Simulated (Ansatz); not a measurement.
Diatomic TeSe, multiplicity 3 (lowest of 2S+1 = 1, 3, 5 at CCSD(T)/def2-TZVPP on PBE0 minima; our sources give no spin for the ground state, which may be another). No spin–orbit coupling. Se is treated without relativity.

Seven points along R, fitted to fifth degree in 1/R; most abundant isotopes. Runs in def2 and cc sets follow the lowest solution found near the PBE0 minimum.

Codes used: Ansatz (Gaussian orbitals). Values without a source in brackets are computed. In def2 rows elements past Kr take small-core potentials, without spin–orbit coupling.

Energies at CAM-B3LYP/def2-TZVPP:

```json
[
 {"R (Å)": "2.186145", "E (hartree)": "-2669.69933026"},
 {"R (Å)": "2.244912", "E (hartree)": "-2669.70695674"},
 {"R (Å)": "2.298978", "E (hartree)": "-2669.71048735"},
 {"R (Å)": "2.360096", "E (hartree)": "-2669.71127455"},
 {"R (Å)": "2.421214", "E (hartree)": "-2669.70937883"},
 {"R (Å)": "2.491735", "E (hartree)": "-2669.70464836"},
 {"R (Å)": "2.574010", "E (hartree)": "-2669.69661442"}
]
```

With a reduced mass of 49.4782 u, find the minimum, the force constant and the constants.

A fifth-degree polynomial in 1/R puts the minimum at r_e = 2.3453 Å with force constant 331 N/m. Then ω_e = (1/2πc)√(k/μ) = 337 cm⁻¹ and B_e = h/(8π²cμr_e²) = 0.06194 cm⁻¹; the cubic and quartic terms give α_e = 0.00015 and ω_e x_e = 0.58 cm⁻¹.

Ansatz is an electronic-structure program.
